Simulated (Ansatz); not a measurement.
Basis-set series for `ClC(Cl)[CH2][GaH2]`. Total charge 0; spin multiplicity 1. The structure was optimised at the PBE0-D4/def2-TZVP level. It is one conformer, not always the lowest.

Cartesian coordinates in Å:
```
Cl -0.8540 2.1455 0.6544
C 0.4975 1.0283 0.4360
Cl 1.0456 1.0830 -1.3037
C 0.1266 -0.3939 0.7420
Ga -0.6766 -1.0969 -0.9598
H 1.3341 1.4417 0.9946
H 1.0410 -0.9559 0.9497
H -0.5150 -0.4342 1.6230
H -2.0224 -0.4966 -1.4886
H 0.0232 -2.3211 -1.6476
```

```
functional       basis  functions  energy (Eh)  HOMO (eV)  LUMO (eV)
   PBE0-D4    def2-SVP        121  -2923.21972      -7.94      -0.93
   PBE0-D4  def2-QZVPP        493  -2923.94543      -7.98      -1.15
   ωB97M-V    def2-SVP        121  -2923.67107     -10.09       0.82
   ωB97M-V  def2-QZVPP        493  -2924.39380     -10.16       0.41
```

(1) Give the rows for def2-TZVPP. (An estimate is asked.)

## Answers

(1) Ansatz gave: 
| functional | basis | functions | energy (Eh) | HOMO (eV) | LUMO (eV) |
| --- | --- | --- | --- | --- | --- |
| PBE0-D4 | def2-TZVPP | 264 | -2923.87049 | -7.96 | -1.08 |
| ωB97M-V | def2-TZVPP | 264 | -2924.32145 | -10.15 | 0.65 |

Positive LUMOs are unbound and depend on the basis. Scalar relativity is left out up to krypton.
